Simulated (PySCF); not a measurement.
How the method moves the HOMO and LUMO of `N#Cc1ccoc1`

Species: C5H3NO.
Bonds: N1–C2 (triple), C2–C3, C3–C4 (aromatic), C4–C5 (aromatic), C5–O6 (aromatic), O6–C7 (aromatic), C3–C7 (aromatic). Hydrogens: H8 on C4; H9 on C5; H10 on C7.

Basis pcSseg-2 throughout (PySCF), one geometry. Isolated species at its PBE0-D3(BJ)/def2-SVP geometry, gas phase.

Problem. How do the orbital energies, the gap and the dipole change with the method?

Solution. 
```tsv
method	kind	HOMO (eV)	LUMO (eV)	gap (eV)	μ (D)	SCF cycles
BLYP	GGA	-6.34	-1.91	4.43	4.12	17
KT3	GGA	-6.46	-1.99	4.47	4.09	16
OPBE	GGA	-6.46	-1.95	4.52	4.15	18
PBE	GGA	-6.50	-2.04	4.46	4.14	17
BHandHLYP	global hybrid	-8.38	-0.08	8.30	4.16	13
wB97X-D	range-separated hybrid	-9.30	0.68	9.98	4.14	15
HF	Hartree–Fock	-9.55	2.46	12.01	4.25	13
LC-wPBE	range-separated hybrid	-10.12	1.12	11.24	4.13	14
```

The HOMO spans 3.78 eV, from BLYP down to LC-wPBE, and the gap runs from 4.43 eV (BLYP) to 12.01 eV (HF). Over the methods BLYP (0 %), KT3 (0 %), OPBE (0 %), PBE (0 %), BHandHLYP (50 %), HF (100 %), a straight line through the gap against the share of exact exchange rises by 0.76 eV for each 10 % (correlation coefficient 1.000). The dipole ranges from 4.09 D (KT3) to 4.25 D (HF). This basis has no diffuse functions.

The vertical ΔSCF ionisation energy at B3LYP/def2-SVPD is 9.59 eV; −ε(HOMO) comes closest to it with HF (9.55 eV).
